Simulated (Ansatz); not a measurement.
`[F][Na]` and `[Na][I]` differ in one element.

Ansatz, PBE0-D4/def2-TZVP geometries, multiplicity 1. 

Elements past krypton have def2 core potentials.

| property | `[F][Na]` |
| --- | --- |
| HOMO energy (PBE/def2-TZVPP) / eV | -4.95 |
| LUMO energy (PBE0/def2-TZVPP) / eV | -1.45 |
| HOMO energy (PBE0/def2-TZVPP) / eV | -6.66 |
| HOMO–LUMO gap (ωB97M-V/def2-TZVPP) / eV | 8.36 |
| LUMO energy (PBE/def2-TZVPP) / eV | -2.04 |
| HOMO–LUMO gap (PBE/def2-TZVPP) / eV | 2.91 |

Question: What does the change do to each property? (Best estimate.)

Answer: Computed: 
```json
{"property": "HOMO energy (PBE/def2-TZVPP) / eV", "`[Na][I]`": "-4.91", "shift": "0.04"}
{"property": "LUMO energy (PBE0/def2-TZVPP) / eV", "`[Na][I]`": "-1.83", "shift": "-0.38"}
{"property": "HOMO energy (PBE0/def2-TZVPP) / eV", "`[Na][I]`": "-5.93", "shift": "0.73"}
{"property": "HOMO–LUMO gap (ωB97M-V/def2-TZVPP) / eV", "`[Na][I]`": "6.86", "shift": "-1.50"}
{"property": "LUMO energy (PBE/def2-TZVPP) / eV", "`[Na][I]`": "-2.40", "shift": "-0.36"}
{"property": "HOMO–LUMO gap (PBE/def2-TZVPP) / eV", "`[Na][I]`": "2.51", "shift": "-0.40"}
```

With PBE0 the HOMO rises by 0.73 eV and the LUMO falls by 0.38 eV, so the gap narrows by about 1.11 eV. PBE moves the HOMO by 0.04 eV and ωB97M-V by 1.26 eV.

Spin–orbit coupling is left out; it splits and shifts lone-pair levels of the heavy atoms by tenths of an eV.
